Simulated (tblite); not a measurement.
C₂H₉BrGeSi₃.
SMILES with atom numbers: `[CH:1]#[C:2][SiH2:3][Si@@:4]([SiH3:5])([GeH3:6])[Br:7]` (hydrogens: H8 on C1; H9, H10 on Si3; H11, H12, H13 on Si5; H14, H15, H16 on Ge6)

Computed with GFN2-xTB (tblite), gas phase: L-BFGS steps from a force-field or distance-geometry start until the largest atomic force falls under 0.01 eV/Å.

Step 4: E = -544.2713 eV
```
atom  x, y, z in Å  |  force x, y, z in eV/Å
C1      2.7742    0.4846   -1.7586    0.262   0.228  -0.508
C2      2.2854    0.0390   -0.7590   -0.166  -0.321   0.654
Si3     1.6019   -0.6813    0.8138   -0.284   0.152  -0.270
Si4    -0.7029   -0.3201    0.6649    0.361   0.518   0.067
Si5    -1.1323    1.9764    0.5380    0.070  -0.640   0.058
Ge6    -1.5563   -1.4044   -1.1971    0.146   0.271   0.461
Br7    -1.6655   -1.1651    2.5505   -0.057  -0.073  -0.032
H8      3.2076    0.8810   -2.6396   -0.134  -0.075   0.172
H9      1.8531   -2.1123    0.8581    0.312  -0.199   0.030
H10     2.1077    0.0653    1.9572    0.253  -0.008   0.088
H11    -2.5669    2.1270    0.4517   -0.310   0.316  -0.017
H12    -0.4592    2.4109   -0.6733    0.022   0.185  -0.109
H13    -0.5604    2.5801    1.7222    0.010   0.287   0.142
H14    -1.2798   -2.8457   -1.1414   -0.086  -0.461  -0.234
H15    -0.9067   -0.8489   -2.4053   -0.021  -0.043  -0.230
H16    -3.0075   -1.1774   -1.2991   -0.377  -0.138  -0.272
```

Step 5: E = -544.3054 eV
```
atom  x, y, z in Å  |  force x, y, z in eV/Å
C1      2.7740    0.4847   -1.7584    0.166   0.139  -0.311
C2      2.2876    0.0372   -0.7563   -0.072  -0.219   0.429
Si3     1.6000   -0.6810    0.8120   -0.145   0.036  -0.113
Si4    -0.6976   -0.3118    0.6655    0.284   0.366   0.146
Si5    -1.1329    1.9705    0.5390   -0.008  -0.376   0.064
Ge6    -1.5550   -1.4013   -1.1899    0.083   0.153   0.366
Br7    -1.6677   -1.1678    2.5513   -0.022  -0.041  -0.087
H8      3.2063    0.8807   -2.6389   -0.117  -0.060   0.142
H9      1.8610   -2.1182    0.8586    0.266  -0.054   0.024
H10     2.1143    0.0658    1.9599    0.202  -0.064  -0.001
H11    -2.5737    2.1345    0.4514   -0.156   0.280  -0.007
H12    -0.4590    2.4146   -0.6750   -0.022   0.143  -0.029
H13    -0.5604    2.5866    1.7248   -0.039   0.221   0.040
H14    -1.2836   -2.8503   -1.1485   -0.091  -0.357  -0.210
H15    -0.9106   -0.8530   -2.4062   -0.017  -0.036  -0.211
H16    -3.0105   -1.1822   -1.3064   -0.313  -0.131  -0.242
```

**Question.** Estimate the geometry and energy of step 6. (The exact step hangs on the optimiser's Hessian estimate; all steps are aligned on step 5, rigid shifts and turns removed.)

**Answer.** E = -544.3649 eV, largest force 0.353 eV/Å
```
atom  x, y, z in Å  |  force x, y, z in eV/Å
C1      2.7729    0.4852   -1.7571   -0.043  -0.078   0.151
C2      2.2992    0.0303   -0.7470    0.100  -0.015  -0.025
Si3     1.6047   -0.6885    0.8147    0.189  -0.155   0.162
Si4    -0.6794   -0.2827    0.6719    0.105  -0.091   0.325
Si5    -1.1422    1.9656    0.5439   -0.152   0.310   0.041
Ge6    -1.5542   -1.3959   -1.1631   -0.072  -0.103   0.097
Br7    -1.6776   -1.1802    2.5535    0.076   0.055  -0.228
H8      3.2011    0.8795   -2.6372   -0.079  -0.022   0.070
H9      1.8980   -2.1404    0.8607    0.131   0.286   0.016
H10     2.1445    0.0661    1.9688    0.069  -0.210  -0.209
H11    -2.5978    2.1692    0.4502    0.203   0.168   0.021
H12    -0.4606    2.4300   -0.6777   -0.142   0.029   0.182
H13    -0.5632    2.6142    1.7314   -0.158   0.052  -0.193
H14    -1.3046   -2.8608   -1.1836   -0.064  -0.179  -0.093
H15    -0.9326   -0.8753   -2.4052    0.048   0.034  -0.195
H16    -3.0156   -1.2072   -1.3413   -0.211  -0.080  -0.123
```

The energy changes by -0.0595 eV. The first-order estimate −F·Δx gives -0.1008 eV and the mean of the old and new forces, exact on a quadratic surface, -0.0594 eV. The step makes an angle of 48° with the force vector and moves no atom by more than 0.043 Å.

What follows is the cost of the whole relaxation. Time: 0.88 s of wall time. Hardware: Arm Neoverse V1, one thread, shared host with 32 logical CPUs at a one-minute load of 7.3.
